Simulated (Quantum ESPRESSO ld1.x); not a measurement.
Results of a calculation; reference values are marked as such.
One sound ld1.x (Quantum ESPRESSO 7.5) input for the zirconium ion Zr3+ gives E = -3593.0099 hartree in 27 iterations:

```
 &input
    zed=40.0,
    iswitch=1,
    rel=1,
    lsd=1,
    dft='PW',
    config='[Kr] 4d1',
    prefix='ld1',
    max_out_wfc=37,
    file_charge='ld1.rho',
 /
```

Changed or added lines, one case at a time, and what came of them:

- dx=0.06: inaccurate. The radial step is too large to integrate the orbitals; the run ends without a warning, but the energy is off by -0.002393 hartree against the default mesh.
- dx=0.001: refused. The program stops in do_mesh with "ndmx is too small": the mesh holds 3500 points at most, so dx, xmin and rmax must fit that.
- ecut=1: refused. The program stops in ld1_readin with "reading input namelist": the namelist holds a keyword that &input does not know.
- config='[Yb] 4d1': refused. The program stops in el_config with "wrong core: Yb": the cores known are He, Ne, Ar, Kr, Xe, Hg and Rn.
- tr2=1e-30: usable despite the warning. The threshold lies below the rounding noise, so the cycle runs to its limit and warns, but the energy differs from the sound run by less than 1e-5 hartree.
- noscf=.true.: refused. The program stops in ld1_readin with "hydrogenic levels available only with lsd=0": noscf gives hydrogenic levels and needs lsd = 0.
- config='[Kr] 4d1 5g1': refused. The program stops in el_config with "l not found:G": the config string knows s, p, d and f alone.
